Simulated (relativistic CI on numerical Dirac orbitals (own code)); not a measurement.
Pt²⁺: calculation against measurement

Method of calculation: Dirac-Coulomb-Breit CI, orbitals from a KLI potential per configuration, a model potential for QED, valence Slater integrals scaled by 0.85, configuration energies shifted to the measured levels that pair with them (semi-empirical) (own radial code, finite nucleus).

Configurations in the expansion (outside the closed core [Xe] 4f14): 5d⁸, 5d⁷6s, 5d⁶6s², 5d⁷6p, 5d⁷5f, 5d⁶6s6p, 5d⁷7s, 5d⁷6d, 5d⁷7p, 5d⁶5f², 5d⁷7d, 5d⁷6f, 5d⁷5g, 5d⁶6s7s, 5d⁷7f, 5d⁷6g, 5d⁶6p², 5d⁶5f6s. Levels of other configurations are missing.

```tsv
Configuration	Term (tabulated)	J	Measured (cm⁻¹)	Computed	Error	Purity (%)
5d⁸	3F	4	0.0	0	0	95
5d⁸	3F	3	9751.7	8911	-841	98
5d⁸	3P	0	14939.0	15505	566	81
5d⁸	3P	1	16781.6	16939	158	89
5d⁸	1G	4	21330.8	21164	-167	88
5d⁷6s	5F	5	21836.7	21837	0	88
```

Measured levels from NIST levels as listed in McCann et al., Mon. Not. R. Astron. Soc. 538, 537 (2025); pairs were made by configuration, J and term (by order where the table uses no LS term), so strongly mixed levels may be paired wrongly.

Mean error by configuration (cm⁻¹): 5d⁸ -71; 5d⁷6s 0. Over the excited levels the mean absolute error is 346 cm⁻¹ (5 of the 7 excited levels that our extract of the source holds in range could be paired, and the others can miss by more), and the median relative error of those above 1,000 cm⁻¹ is 0.94 %, both after the shifts were fitted to these levels, so that a configuration with one level shows no error. Some levels of the ground configuration have no partner.

Configurations whose levels could be paired with our table of measured levels were shifted onto them, all but the ground configuration, by the median error of their levels; single terms can still be off by 1,000 to 2,000 cm⁻¹ or more, and rates follow the energies as ν³ (E1, M1) or ν⁵ (E2). The others borrow a shift and can be off by several thousand cm⁻¹ or more. The fine structure of a lone outer electron comes out too small, for d and f at times inverted, and misplaced configurations move strength between like terms. 5 of the 7 excited levels that our extract of the measured tables holds in this range could be paired (the sources list more); they are missed by 346 cm⁻¹ on average and 841 at most, after the shifts were fitted to these levels, and levels without a partner can miss by more. Some levels of the ground configuration have no partner and can miss by 10 % or more.

Shifts applied (cm⁻¹): 5d⁸ 0; 5d⁷6s -4242.
